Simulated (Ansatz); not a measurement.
System: FeBr (charge 0, sextet). The spin state was set by rule; other spins were not relaxed. 
Geometry from a B3LYP-D3(BJ)/def2-TZVP (Ansatz, an electronic-structure program) optimisation:
SMILES: [Br][Fe]
```xyz
2

Fe     0.0000     0.0000    -1.3507
Br     0.0000     0.0000     1.0034
```
Charge 0, spin multiplicity 6.

Dipole moments at this geometry, in debye (magnitudes).

```
level                 program  dipole (D)
--------------------  -------  ----------
PBE/def2-TZVPD         Ansatz        1.54
revPBE/def2-TZVPD      Ansatz        1.56
r2SCAN/def2-TZVPD      Ansatz        2.06
B3LYP/def2-TZVPD       Ansatz        2.29
PBE0/def2-TZVPD        Ansatz           ?
r2SCAN0/def2-TZVPD     Ansatz        2.66
HSE06/def2-TZVPD       Ansatz        2.40
CAM-B3LYP/def2-TZVPD   Ansatz        2.49
wB97X-V/def2-TZVPD     Ansatz        2.44
CCSD(T)/def2-SVPD      Ansatz           ?
```

**Question.** Complete the blanks.

**Answer.** 
- PBE0/def2-TZVPD, dipole (D): 2.41
- CCSD(T)/def2-SVPD, dipole (D): 2.74
